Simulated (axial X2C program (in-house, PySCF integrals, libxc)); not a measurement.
Potential curves of TcB⁺, 2c

Calculated with an in-house all-electron X2C program for linear molecules (integrals from PySCF). Two-component (2c) means X2C with spin–orbit coupling and atomic mean-field two-electron Coulomb and Gaunt terms. Basis: Tc dyall-cv3z [12s12p8d5f3g], B dyall-v3z [7s6p2d1f] (cores contracted in-house); Gaussian nuclei, density fitting, unrestricted open shells. Masses: Tc 98.907 u, B 11.009 u.

State: Ω = 3/2 (⟨Sz⟩ = 1.50, ⟨Lz⟩ = 0.00 at PBE0). Energies in cm⁻¹ from the fragments at the same level (Tc+ + B). Fits are polynomials in 1 − R0/R over 0.85 to 1.23 times the lowest point R0.

```
 R (Å)    PBE0   B3LYP
1.6760  -25605  -27499
1.7295  -26674  -28675
1.7830  -26960  -29067
1.8454  -26538  -28763
1.9078  -25511  -27850
1.9880  -23585  -26059
```

The state is one determinant whose occupation by symmetry is held fixed; it was picked as the lowest of a PBE0 search that is not exhaustive. Dissociation energies refer to the lowest single-determinant-based atoms at the same level and basis. Density functionals use the spin component along the axis (collinear). A 2c atom that is not at its ground J level misses part of its spin–orbit lowering, and De is too large by that part (0.04 eV or less for light atoms). This holds for PBE0, B3LYP. The functionals have no current-density term, which raises determinants with orbital currents, atoms included. With several unpaired electrons one determinant need not be a pure state. This is the top spin component of a Σ state; components of lower Ω are not single determinants and can lie lower. The determinant is spin-polarised beyond a pure state at some levels (its spin-free form has ⟨S²⟩ too high), which makes Re and μ there less reliable.

Task: What are Re, ωe and De at the PBE0 level?

Result: At PBE0, 2c: Re = 1.779 Å, ωe ≈ 856 cm⁻¹, De = 3.34 eV to Tc+ + B; Be follows as 0.538 cm⁻¹.

Task: What are Re, ωe and De at the B3LYP level?

Result: At B3LYP, 2c: Re = 1.788 Å, ωe ≈ 839 cm⁻¹, De = 3.60 eV to Tc+ + B; Be follows as 0.532 cm⁻¹.
